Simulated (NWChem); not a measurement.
Program: NWChem. System: GeO, charge 0, spin multiplicity 1, displaced from the optimised geometry. Level: CR-CCSD(T)/def2-SVP, 10 core orbitals frozen, spin-restricted.

The NWChem input:

```
start mol
memory heap 100 mb stack 700 mb global 1900 mb
geometry units angstroms nocenter noautoz noautosym
  Ge     0.000000     0.000000     0.494583
  O      0.000000     0.000000    -1.318888
end
basis spherical
  * library def2-svp
end
scf
  rhf
  nopen 0
  maxiter 100
  thresh 1e-7
  semidirect memsize 60000000 filesize 0
end
tce
  freeze core 10
  cr-ccsd(t)
  2eorb
  2emet 13
  thresh 1e-6
  maxiter 100
  tilesize 24
end
task tce energy
```

Part of the output:

```
             Northwest Computational Chemistry Package (NWChem) 7.3.0
             --------------------------------------------------------

                                NWChem Input Module
                                -------------------

 Scaling coordinates for geometry "geometry" by  1.889725989
 (inverse scale =  0.529177249)

                             Geometry "geometry" -> ""
                             -------------------------

 Output coordinates in angstroms (scale by  1.889725989 to convert to a.u.)

  No.       Tag          Charge          X              Y              Z
 ---- ---------------- ---------- -------------- -------------- --------------
    1 Ge                  32.0000     0.00000000     0.00000000     0.49458300
    2 O                    8.0000     0.00000000     0.00000000    -1.31888800

 Effective nuclear repulsion energy (a.u.)      74.7017050418

            Nuclear Dipole moment (a.u.)
            ----------------------------
        X                 Y               Z
 ---------------- ---------------- ----------------
     0.0000000000     0.0000000000     9.9693477185


 Summary of "ao basis" -> "" (spherical)
 ------------------------------------------------------------------------------
       Tag                 Description            Shells   Functions and Types
 ---------------- ------------------------------  ------  ---------------------
 *                          def2-svp                  on all atoms

 Summary of "ao basis" -> "ao basis" (spherical)
 ------------------------------------------------------------------------------
       Tag                 Description            Shells   Functions and Types
 ---------------- ------------------------------  ------  ---------------------
 Ge                         def2-svp                12       32   5s4p3d
 O                          def2-svp                 6       14   3s2p1d

                                 NWChem SCF Module
                                 -----------------

  ao basis        = "ao basis"
  functions       =    46
  atoms           =     2
[...]
          Calculation type : Coupled-cluster singles & doubles w/ perturbation
   Perturbative correction : Completely renormalized (T)
            Max iterations :      100
        Residual threshold : 0.10D-05
     T(0) DIIS level shift : 0.00D+00
     L(0) DIIS level shift : 0.00D+00
     T(1) DIIS level shift : 0.00D+00
     L(1) DIIS level shift : 0.00D+00
     T(R) DIIS level shift : 0.00D+00
     T(I) DIIS level shift : 0.00D+00
   CC-T/L Amplitude update :  5-th order DIIS
                I/O scheme : Global Array Library
        L-threshold :  0.10D-05
        EOM-threshold :  0.10D-05
 no EOMCCSD initial starts read in
 TCE RESTART OPTIONS
 SLICE:      F
 D4D5:       F
 quantumc:   F
 qrotation:  F
 pwtce:      F
 qducc:      F
 nacto:                         0
 nrotv:                         0
 nrot:                          0

            Memory Information
            ------------------
          Available GA space size is     249034684 doubles
          Available MA space size is     104853828 doubles

 Maximum block size supplied by input
 Maximum block size        24 doubles

 tile_dim =     13

 -------------------------------------------------

 Global array virtual files algorithm will be used

 Parallel file system coherency ......... OK

 4-electron integrals stored in orbital form

 v2    file size   =           440586
 4-index algorithm nr.  13 is used
 imaxsize =       30
 imaxsize ichop =        0


CCSD iterations
 ---------------------------------------------------------
 Iter          Residuum       Correlation     Cpu    Wall
 ---------------------------------------------------------
    1   0.2010985232638  -0.4307353885100     0.1     0.1
    2   0.0595602023899  -0.3971266533738     0.1     0.1
    3   0.0278495366212  -0.4185009976665     0.1     0.1
    4   0.0267436445188  -0.4103964018010     0.1     0.1
    5   0.0208401654789  -0.4188737264643     0.1     0.1
    6   0.0033260989411  -0.4161361767229     0.1     0.1
    7   0.0022966781303  -0.4159527205960     0.1     0.1
    8   0.0010402773735  -0.4161060828409     0.1     0.1
    9   0.0011405106393  -0.4159861055761     0.1     0.1
   10   0.0005622614793  -0.4161740108217     0.1     0.1
   11   0.0001327000291  -0.4161533777586     0.1     0.1
   12   0.0000496147899  -0.4161504346797     0.1     0.1
   13   0.0000325365348  -0.4161555280599     0.1     0.1
   14   0.0000192003160  -0.4161518296981     0.1     0.1
   15   0.0000156430833  -0.4161562554814     0.1     0.1
   16   0.0000042031255  -0.4161546701439     0.1     0.1
   17   0.0000033014046  -0.4161542000627     0.1     0.1
   18   0.0000015214363  -0.4161544796873     0.1     0.1
   19   0.0000016771358  -0.4161542236417     0.1     0.1
   20   0.0000009069238  -0.4161545188869     0.1     0.1
 -----------------------------------------------------------------
 Iterations converged
 CCSD correlation energy / hartree =        -0.416154518886913
 CCSD total energy / hartree       =     -2150.265019435227259

 Singles contributions
    21a   (alpha) ---    19a   (alpha)        0.1155742638
    22a   (alpha) ---    20a   (alpha)        0.1155742638

 Doubles contributions
    21a   (alpha)    21a   (beta ) ---    19a   (alpha)    19a   (beta )       -0.1009942969
    22a   (alpha)    22a   (beta ) ---    20a   (alpha)    20a   (beta )       -0.1009942969
 CR-CCSD(T)

 CR-CCSD[T]  correction energy / hartree =        -0.025244631981330
 CR-CCSD[T] correlation energy / hartree =        -0.441399150868242
 CR-CCSD[T] total energy / hartree       =     -2150.290264067208682
 CR-CCSD(T)  correction energy / hartree =        -0.017917134493406
 CR-CCSD(T) correlation energy / hartree =        -0.434071653380319
 CR-CCSD(T) total energy / hartree       =     -2150.282936569720732

 Task  times  cpu:       15.0s     wall:       15.0s

 Total times  cpu:       15.1s     wall:       15.1s
```
